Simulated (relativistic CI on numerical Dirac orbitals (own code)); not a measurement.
**Nd3+ (4f3) in a crystal field**

Calculated by Dirac-Coulomb-Breit CI, orbitals from a KLI potential per configuration, model QED (radiative potential, 1s self-energy scaled to tabulated hydrogen-like ionisation energies), valence Slater integrals scaled by 0.85, one configuration in a parametric crystal field (own radial code).

Field parameters in Wybourne normalisation; cubic f-shell fields have B⁴₄ = √(5/14) B⁴₀ and B⁶₄ = −√(7/2) B⁶₀. The field is a parameter set, without covalency.

S and J are read from ⟨S²⟩ = S(S + 1) and ⟨J²⟩ = J(J + 1) of each level; they are not fictitious spins.

D3d, B20 = 800, B40 = -1670, B43 = -1800, B60 = 10, B63 = -280, B66 = -230 cm⁻¹, the lowest 10 levels:

```tsv
E (cm⁻¹)	Degeneracy	Irrep	S	J
0.0	2	Γ4	1.48	4.50
41.2	2	Γ5+Γ6	1.48	4.51
127	2	Γ4	1.48	4.51
388	2	Γ4	1.48	4.50
399	2	Γ5+Γ6	1.48	4.50
1882	2	Γ5+Γ6	1.49	5.50
1908	2	Γ4	1.49	5.50
1929	2	Γ4	1.49	5.51
2130	2	Γ4	1.49	5.49
2169	2	Γ5+Γ6	1.49	5.49
```

Principal g values of the ground doublet: 2.38, 2.38, 3.22.

D4h, B20 = -880, B40 = 1660, B44 = 1090, B60 = 420, B64 = 240 cm⁻¹, the lowest 16 levels:

```tsv
E (cm⁻¹)	Degeneracy	Irrep	S	J
0.0	2	Γ6	1.48	4.50
49.8	2	Γ7	1.48	4.50
192	2	Γ6	1.48	4.51
214	2	Γ7	1.48	4.50
381	2	Γ6	1.48	4.50
1869	2	Γ6	1.49	5.50
1888	2	Γ7	1.49	5.50
2012	2	Γ7	1.49	5.50
2040	2	Γ7	1.49	5.50
2098	2	Γ6	1.49	5.50
2155	2	Γ6	1.49	5.50
3809	2	Γ6	1.50	6.50
3819	2	Γ7	1.50	6.50
3931	2	Γ7	1.50	6.50
3976	2	Γ7	1.50	6.50
4009	2	Γ6	1.50	6.50
```

Principal g values of the ground doublet: 1.51, 3.24, 3.24.

Oh, B40 = 2860, B60 = 710 cm⁻¹, the lowest 16 levels:

```tsv
E (cm⁻¹)	Degeneracy	Irrep	S	J
0.0	4	Γ8	1.48	4.53
354	2	Γ6	1.48	4.53
646	4	Γ8	1.48	4.52
2005	2	Γ7	1.49	5.52
2052	4	Γ8	1.49	5.51
2361	4	Γ8	1.49	5.50
2423	2	Γ6	1.49	5.49
3927	2	Γ7	1.50	6.49
3959	4	Γ8	1.50	6.51
4322	4	Γ8	1.50	6.49
4357	2	Γ7	1.50	6.50
4363	2	Γ6	1.50	6.50
5759	4	Γ8	1.49	7.46
6003	2	Γ6	1.49	7.48
6365	4	Γ8	1.49	7.48
6494	4	Γ8	1.49	7.49
```

D3d, B20 = -140, B40 = 30, B43 = 730, B60 = 160, B63 = 720, B66 = -310 cm⁻¹, the lowest 10 levels:

```tsv
E (cm⁻¹)	Degeneracy	Irrep	S	J
0.0	2	Γ5+Γ6	1.48	4.51
83.3	2	Γ4	1.48	4.51
186	2	Γ4	1.48	4.50
263	2	Γ4	1.48	4.50
335	2	Γ5+Γ6	1.48	4.51
1953	2	Γ4	1.49	5.50
1979	2	Γ5+Γ6	1.49	5.50
2000	2	Γ4	1.49	5.50
2031	2	Γ4	1.49	5.50
2074	2	Γ5+Γ6	1.49	5.50
```

Principal g values of the ground doublet: 0.00, 0.00, 3.93.

C2v, B20 = -680, B22 = 230, B40 = 310, B42 = 370, B44 = 350, B60 = -280, B62 = -150, B64 = 70, B66 = 560 cm⁻¹, the lowest 16 levels:

```tsv
E (cm⁻¹)	Degeneracy	S	J
0.0	2	1.48	4.51
50.5	2	1.48	4.50
130	2	1.48	4.50
228	2	1.48	4.50
278	2	1.48	4.50
1885	2	1.49	5.50
1916	2	1.49	5.50
1973	2	1.49	5.50
2004	2	1.49	5.50
2046	2	1.49	5.50
2064	2	1.49	5.50
3817	2	1.50	6.50
3854	2	1.50	6.50
3912	2	1.50	6.50
3944	2	1.50	6.50
3998	2	1.50	6.50
```

Principal g values of the ground doublet: 0.15, 0.37, 5.70.

The next free-ion level lies 1837 cm⁻¹ above the lowest; the field splits the ground level into components whose J stays near 9/2 as long as their spread is small against that gap.

Levels of this model without a field, named by their leading LS term: ⁴I°9/2 0, ⁴I°11/2 1837, ⁴I°13/2 3793, ⁴I°15/2 5826, ²H°9/2 12831, ⁴F°3/2 12990, ⁴F°5/2 13988, ⁴S°3/2 14824 cm⁻¹.
